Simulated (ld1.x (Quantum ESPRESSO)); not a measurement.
Building the TM potential for manganese (Mn) (LDA (PZ), fully relativistic).

Input for ld1.x (Quantum ESPRESSO) 7.5:

```
&input
   title='Mn', zed=25., rel=2, dft='PZ', iswitch=3,
   config='[Ar] 3d5 4s1.5 4p0 4f-2', rel_dist='average',
   nld=7, rlderiv=2.40, eminld=-6.0, emaxld=5.0, deld=0.02
 /
 &inputp
   pseudotype=2, tm=.true., lloc=3,
   nlcc=.true., new_core_ps=.true.,
   file_pseudopw='Mn.UPF', file_wfcaegen='ae.wfc', file_wfcncgen='nc.wfc', file_beta='beta', file_chi='chi'
 /
4
4S  1  0   1.50   0.00  2.20  2.20  0.0
3P  2  1   6.00   0.00  1.05  1.05  0.0
3D  3  2   5.00   0.00  1.30  1.30  0.0
4F  4  3  -2.00   0.30  1.90  1.90  0.0
 &test
   configts(1)='3p6 3d5 4s1.5 4p0'
 /
```

Command:

```bash
ld1.x < Mn.in > Mn.out
```

Output (shortened: banner, matrices, multipoles, cross overlaps and the repeated all-electron block are left out):

```
Program LD1 v.7.5
     --------------------------- All-electron run ----------------------------

     Mn
     dirac relativistic calculation

     atomic number is 25.00
     dft =PZ   lsd =0 sic =0 latt =0  beta=0.20 tr2=1.0E-14
     Exchange-correlation= PZ
                           (   1   1   0   0   0   0   0)
     mesh =1187 r(mesh) = 100.09544 a.u. xmin = -7.00 dx = 0.01250
     1 Ry =  13.60569312 eV, c = 137.03599908

     n l j   nl                  e(Ry)          e(Ha)          e(eV)
     Spin orbit split results
     1 0 0.5 1S 1( 2.00)      -471.6634      -235.8317     -6417.3073
     2 0 0.5 2S 1( 2.00)       -54.8242       -27.4121      -745.9216
     2 1 0.5 2P 1( 2.00)       -47.0728       -23.5364      -640.4576
     2 1 1.5 2P 1( 4.00)       -46.3081       -23.1540      -630.0537
     3 0 0.5 3S 1( 2.00)        -6.5670        -3.2835       -89.3488
     3 1 0.5 3P 1( 2.00)        -4.3584        -2.1792       -59.2991
     3 1 1.5 3P 1( 4.00)        -4.2643        -2.1322       -58.0190
     3 2 1.5 3D 1( 2.00)        -0.8088        -0.4044       -11.0047
     3 2 2.5 3D 1( 3.00)        -0.8000        -0.4000       -10.8849
     4 0 0.5 4S 1( 1.50)        -0.6333        -0.3166        -8.6161
     4 1 0.5 4P 1( 0.00)        -0.3186        -0.1593        -4.3348
     4 1 1.5 4P 1( 0.00)        -0.3141        -0.1571        -4.2741
     Averaged results
     1 0     1S 1( 2.00)      -471.6634      -235.8317     -6417.3073
     2 0     2S 1( 2.00)       -54.8242       -27.4121      -745.9216
     2 1     2P 1( 6.00)       -46.5630       -23.2815      -633.5217
     3 0     3S 1( 2.00)        -6.5670        -3.2835       -89.3488
     3 1     3P 1( 6.00)        -4.2957        -2.1478       -58.4457
     3 2     3D 1( 5.00)        -0.8035        -0.4018       -10.9328
     4 0     4S 1( 1.50)        -0.6333        -0.3166        -8.6161
     4 1     4P 1( 0.00)        -0.3156        -0.1578        -4.2943

     final scf error:  5.3E-15 reached in  32 iterations

     Etot =   -2312.061306 Ry,   -1156.030653 Ha,  -31457.196606 eV

     Ekin =    2340.575092 Ry,    1170.287546 Ha,   31845.146435 eV
     Encl =   -5521.299345 Ry,   -2760.649673 Ha,  -75121.104534 eV
     Eh   =     967.979797 Ry,     483.989899 Ha,   13170.036073 eV
     Exc  =     -99.316850 Ry,     -49.658425 Ha,   -1351.274580 eV

     normalization and overlap integrals

     s(1S/1S) =  1.000000  <r> =   0.0610  <r2> =    0.0050  r(max) =   0.0400
     s(2S/2S) =  1.000000  <r> =   0.2799  <r2> =    0.0926  r(max) =   0.2331
     s(2P/2P) =  1.000000  <r> =   0.2454  <r2> =    0.0742  r(max) =   0.1861
     s(2P/2P) =  1.000000  <r> =   0.2484  <r2> =    0.0759  r(max) =   0.1885
     s(3S/3S) =  1.000000  <r> =   0.8533  <r2> =    0.8416  r(max) =   0.7361
     s(3P/3P) =  1.000000  <r> =   0.8993  <r2> =    0.9556  r(max) =   0.7454
     s(3P/3P) =  1.000000  <r> =   0.9086  <r2> =    0.9754  r(max) =   0.7547
     s(3D/3D) =  1.000000  <r> =   1.2018  <r2> =    1.9304  r(max) =   0.7547
     s(3D/3D) =  1.000000  <r> =   1.2080  <r2> =    1.9511  r(max) =   0.7547
     s(4S/4S) =  1.000000  <r> =   2.9111  <r2> =    9.7444  r(max) =   2.4136
     s(4P/4P) =  1.000000  <r> =   3.7866  <r2> =   16.6818  r(max) =   3.0991
     s(4P/4P) =  1.000000  <r> =   3.8203  <r2> =   16.9737  r(max) =   3.0991

     ------------------------ End of All-electron run ------------------------

     --------------------- Generating NC pseudopotential ---------------------

      Generating local pot.: lloc=3, j= 2.50, matching radius rcloc =   1.9000

      Generating local pot.: lloc=3, j= 3.50, matching radius rcloc =   1.9000

      Computing core charge for nlcc:

       r > 0.42 : true rho core
      Core charge pseudized with two Bessel functions
      Integrated core pseudo-charge :   8.54

     Fully relativistic calculation: |psi|^2

     Wfc 4S LC norm =  0.99996676 SC norm =  0.00003017 missing  0.00000307

     Wfc 3P LC norm =  0.99972184 SC norm =  0.00027814 missing  0.00000002

     Wfc 3P LC norm =  0.99972638 SC norm =  0.00027355 missing  0.00000007

     Wfc 3D LC norm =  0.99983319 SC norm =  0.00016679 missing  0.00000002

     Wfc 3D LC norm =  0.99983439 SC norm =  0.00016410 missing  0.00000151

      Wfc   4S  rcut= 2.184  Using Troullier-Martins method

      Wfc   3P  rcut= 1.058  Using Troullier-Martins method

      Wfc   3P  rcut= 1.058  Using Troullier-Martins method

      Wfc   3D  rcut= 1.292  Using Troullier-Martins method

      Wfc   3D  rcut= 1.292  Using Troullier-Martins method

     ------------------- End of pseudopotential generation -------------------

     Computing logarithmic derivative in   2.39862
     Computing logarithmic derivative in   2.39862
     Computing the partial wave expansion
     R is outside the sphere for l=    0 j= 0.50
     R is outside the sphere for l=    1 j= 0.50
     R is outside the sphere for l=    1 j= 1.50
     R is outside the sphere for l=    2 j= 1.50
     R is outside the sphere for l=    2 j= 2.50
       no projector for channel:   3
       no projector for channel:   3

     ---------------------- Testing the pseudopotential ----------------------

     Mn
     dirac relativistic calculation

     atomic number is 25.00   valence charge is 13.00
     dft =PZ   lsd =0 sic =0 latt =0  beta=0.20 tr2=1.0E-14
     mesh =1187 r(mesh) = 100.09544 xmin = -7.00 dx = 0.01250

     n l  j  nl             e AE (Ry)       e PS (Ry)    De AE-PS (Ry)
     2 1 0.5 3P   1( 2.00)       -4.35840       -4.35841        0.00001
     2 1 1.5 3P   1( 4.00)       -4.26432       -4.26440        0.00008
     3 2 1.5 3D   1( 2.00)       -0.80883       -0.80881       -0.00003
     3 2 2.5 3D   1( 3.00)       -0.80002       -0.80004        0.00002
     1 0 0.5 4S   1( 1.50)       -0.63327       -0.63327        0.00000
     3 1 0.5 4P   1( 0.00)       -0.31860       -0.32309        0.00448
     3 1 1.5 4P   1( 0.00)       -0.31414       -0.31843        0.00429

     eps = 6.2E-15  iter = 12

     Etot =   -2312.061306 Ry,   -1156.030653 Ha,  -31457.196606 eV
     Etotps =  -179.059764 Ry,     -89.529882 Ha,   -2436.232196 eV

     Ekin =      95.832459 Ry,      47.916229 Ha,    1303.867022 eV
     Encl =    -307.781651 Ry,    -153.890826 Ha,   -4187.582695 eV
     Ehrt =     120.319761 Ry,      60.159880 Ha,    1637.033739 eV
     Ecxc =     -53.166418 Ry,     -26.583209 Ha,    -723.365971 eV
     (Ecc =     -31.852705 Ry,     -15.926352 Ha,    -433.378124 eV)
     Epseu=     -34.263913 Ry,     -17.131957 Ha,    -466.184290 eV

     ---------------------- End of pseudopotential test ----------------------
```

Note: ghost state, extra bound levels that the all-electron valence spectrum of the same l lacks: s at -31.0 eV. A true bound ghost makes a file unfit for plane-wave use.

Generation and configuration tests took about 2.3 s on one core of a shared server CPU.

Transferability test of the new file with ld1.x, input:

```
&input
   title='Mn', zed=25., rel=2, dft='PZ', iswitch=2,
   config='[Ar] 3d5 4s1.5 4p0 4f-2', rel_dist='average'
 /
 &test
   file_pseudo='Mn.UPF', nconf=8,
   configts(1)='3p6 3d5 4s1.5 4p0',
   configts(2)='3p6 3d5 4s2 4p0',
   configts(3)='3p6 3d5 4s1 4p0',
   configts(4)='3p6 3d5 4s0 4p0',
   configts(5)='3p6 3d4 4s2 4p0',
   configts(6)='3p6 3d5 4s1 4p1',
   configts(7)='3p6 3d5.5 4s1.5 4p0',
   configts(8)='3p6 3d4 4s2 4p1'
 /
```

```bash
ld1.x < Mn.test.in > Mn.test.out
```

Pseudopotential blocks of its output, shortened (energy terms left out):

```
     ---------------------- Testing the pseudopotential ----------------------

     n l  j  nl             e AE (Ry)       e PS (Ry)    De AE-PS (Ry)
     2 1 0.5 3P   1( 2.00)       -4.35840       -4.35841        0.00001
     2 1 1.5 3P   1( 4.00)       -4.26432       -4.26440        0.00008
     3 2 1.5 3D   1( 2.00)       -0.80883       -0.80881       -0.00003
     3 2 2.5 3D   1( 3.00)       -0.80002       -0.80004        0.00002
     1 0 0.5 4S   1( 1.50)       -0.63327       -0.63327        0.00000
     3 1 0.5 4P   1( 0.00)       -0.31860       -0.32309        0.00448
     3 1 1.5 4P   1( 0.00)       -0.31414       -0.31843        0.00429

     eps = 9.4E-16  iter = 14

     Etot =   -2312.061306 Ry,   -1156.030653 Ha,  -31457.196606 eV
     Etotps =  -179.059766 Ry,     -89.529883 Ha,   -2436.232226 eV

     ---------------------- End of pseudopotential test ----------------------

          ---------------------- Testing the pseudopotential ----------------------

     n l  j  nl             e AE (Ry)       e PS (Ry)    De AE-PS (Ry)
     2 1 0.5 3P   1( 2.00)       -4.06682       -4.06858        0.00176
     2 1 1.5 3P   1( 4.00)       -3.97266       -3.97446        0.00180
     3 2 1.5 3D   1( 2.00)       -0.52029       -0.52118        0.00089
     3 2 2.5 3D   1( 3.00)       -0.51155       -0.51248        0.00093
     1 0 0.5 4S   1( 2.00)       -0.38874       -0.38842       -0.00032
     3 1 0.5 4P   1( 0.00)       -0.11051       -0.11365        0.00314
     3 1 1.5 4P   1( 0.00)       -0.10734       -0.11032        0.00298

     eps = 1.8E-15  iter = 10

     Etot =   -2312.316004 Ry,   -1156.158002 Ha,  -31460.661949 eV
     Etotps =  -179.314372 Ry,     -89.657186 Ha,   -2439.696320 eV
     dEtot_ae =      -0.254698 Ry
     dEtot_ps =      -0.254606 Ry,   Delta E=      -0.000092 Ry

     ---------------------- End of pseudopotential test ----------------------

          ---------------------- Testing the pseudopotential ----------------------

     n l  j  nl             e AE (Ry)       e PS (Ry)    De AE-PS (Ry)
     2 1 0.5 3P   1( 2.00)       -4.67757       -4.67508       -0.00249
     2 1 1.5 3P   1( 4.00)       -4.58355       -4.58119       -0.00236
     3 2 1.5 3D   1( 2.00)       -1.12347       -1.12209       -0.00138
     3 2 2.5 3D   1( 3.00)       -1.11457       -1.11325       -0.00132
     1 0 0.5 4S   1( 1.00)       -0.89446       -0.89505        0.00059
     3 1 0.5 4P   1( 0.00)       -0.54732       -0.55330        0.00599  !
     3 1 1.5 4P   1( 0.00)       -0.54162       -0.54737        0.00575  !

     eps = 4.8E-15  iter =  9

     Etot =   -2311.679958 Ry,   -1155.839979 Ha,  -31452.008104 eV
     Etotps =  -178.678282 Ry,     -89.339141 Ha,   -2431.041877 eV
     dEtot_ae =       0.381348 Ry
     dEtot_ps =       0.381484 Ry,   Delta E=      -0.000136 Ry

     ---------------------- End of pseudopotential test ----------------------

          ---------------------- Testing the pseudopotential ----------------------

     n l  j  nl             e AE (Ry)       e PS (Ry)    De AE-PS (Ry)
     2 1 0.5 3P   1( 2.00)       -5.38322       -5.37249       -0.01074  !
     2 1 1.5 3P   1( 4.00)       -5.28929       -5.27889       -0.01041  !
     3 2 1.5 3D   1( 2.00)       -1.81492       -1.80865       -0.00627  !
     3 2 2.5 3D   1( 3.00)       -1.80577       -1.79960       -0.00617  !
     1 0 0.5 4S   1( 0.00)       -1.43932       -1.44227        0.00295
     3 1 0.5 4P   1( 0.00)       -1.02779       -1.03818        0.01039  !
     3 1 1.5 4P   1( 0.00)       -1.01937       -1.02945        0.01008  !

     eps = 3.7E-16  iter =  9

     Etot =   -2310.513023 Ry,   -1155.256512 Ha,  -31436.131152 eV
     Etotps =  -177.509772 Ry,     -88.754886 Ha,   -2415.143480 eV
     dEtot_ae =       1.548282 Ry
     dEtot_ps =       1.549994 Ry,   Delta E=      -0.001712 Ry

     ---------------------- End of pseudopotential test ----------------------

          ---------------------- Testing the pseudopotential ----------------------

     n l  j  nl             e AE (Ry)       e PS (Ry)    De AE-PS (Ry)
     2 1 0.5 3P   1( 2.00)       -5.12368       -5.14747        0.02380  !
     2 1 1.5 3P   1( 4.00)       -5.02719       -5.05079        0.02360  !
     3 2 1.5 3D   1( 1.60)       -1.51278       -1.52890        0.01613  !
     3 2 2.5 3D   1( 2.40)       -1.50278       -1.51892        0.01614  !
     1 0 0.5 4S   1( 2.00)       -1.01386       -1.00965       -0.00421
     3 1 0.5 4P   1( 0.00)       -0.63057       -0.64244        0.01187  !
     3 1 1.5 4P   1( 0.00)       -0.62361       -0.63517        0.01155  !

     eps = 7.0E-15  iter = 12

     Etot =   -2311.327634 Ry,   -1155.663817 Ha,  -31447.214489 eV
     Etotps =  -178.318376 Ry,     -89.159188 Ha,   -2426.145109 eV
     dEtot_ae =       0.733672 Ry
     dEtot_ps =       0.741389 Ry,   Delta E=      -0.007717 Ry

     ---------------------- End of pseudopotential test ----------------------

          ---------------------- Testing the pseudopotential ----------------------

     n l  j  nl             e AE (Ry)       e PS (Ry)    De AE-PS (Ry)
     2 1 0.5 3P   1( 2.00)       -4.18567       -4.17777       -0.00789  !
     2 1 1.5 3P   1( 4.00)       -4.09157       -4.08385       -0.00772  !
     3 2 1.5 3D   1( 2.00)       -0.63447       -0.62812       -0.00636  !
     3 2 2.5 3D   1( 3.00)       -0.62565       -0.61937       -0.00628  !
     1 0 0.5 4S   1( 1.00)       -0.46205       -0.45999       -0.00206
     3 1 0.5 4P   1( 0.33)       -0.16733       -0.16913        0.00181
     3 1 1.5 4P   1( 0.67)       -0.16366       -0.16530        0.00164

     eps = 2.7E-15  iter = 12

     Etot =   -2312.027541 Ry,   -1156.013770 Ha,  -31456.737215 eV
     Etotps =  -179.029447 Ry,     -89.514723 Ha,   -2435.819713 eV
     dEtot_ae =       0.033765 Ry
     dEtot_ps =       0.030319 Ry,   Delta E=       0.003446 Ry

     ---------------------- End of pseudopotential test ----------------------

          ---------------------- Testing the pseudopotential ----------------------

     n l  j  nl             e AE (Ry)       e PS (Ry)    De AE-PS (Ry)
     2 1 0.5 3P   1( 2.00)       -3.90099       -3.89641       -0.00458
     2 1 1.5 3P   1( 4.00)       -3.80767       -3.80323       -0.00444
     3 2 1.5 3D   1( 2.20)       -0.38189       -0.37937       -0.00252
     3 2 2.5 3D   1( 3.30)       -0.37369       -0.37122       -0.00247
     1 0 0.5 4S   1( 1.50)       -0.35127       -0.35197        0.00069
     3 1 0.5 4P   1( 0.00)       -0.09222       -0.09430        0.00208
     3 1 1.5 4P   1( 0.00)       -0.08954       -0.09149        0.00195

     eps = 2.3E-15  iter = 12

     Etot =   -2312.353121 Ry,   -1156.176561 Ha,  -31461.166958 eV
     Etotps =  -179.350846 Ry,     -89.675423 Ha,   -2440.192571 eV
     dEtot_ae =      -0.291815 Ry
     dEtot_ps =      -0.291080 Ry,   Delta E=      -0.000735 Ry

     ---------------------- End of pseudopotential test ----------------------

          ---------------------- Testing the pseudopotential ----------------------

     n l  j  nl             e AE (Ry)       e PS (Ry)    De AE-PS (Ry)
     2 1 0.5 3P   1( 2.00)       -4.58604       -4.59862        0.01258  !
     2 1 1.5 3P   1( 4.00)       -4.48956       -4.50204        0.01248  !
     3 2 1.5 3D   1( 1.60)       -0.97828       -0.98427        0.00600  !
     3 2 2.5 3D   1( 2.40)       -0.96834       -0.97438        0.00603  !
     1 0 0.5 4S   1( 2.00)       -0.54001       -0.53271       -0.00730  !
     3 1 0.5 4P   1( 0.33)       -0.20424       -0.20938        0.00513  !
     3 1 1.5 4P   1( 0.67)       -0.19935       -0.20422        0.00487

     eps = 8.9E-16  iter = 12

     Etot =   -2311.733978 Ry,   -1155.866989 Ha,  -31452.743090 eV
     Etotps =  -178.732852 Ry,     -89.366426 Ha,   -2431.784333 eV
     dEtot_ae =       0.327327 Ry
     dEtot_ps =       0.326914 Ry,   Delta E=       0.000413 Ry

     ---------------------- End of pseudopotential test ----------------------
```
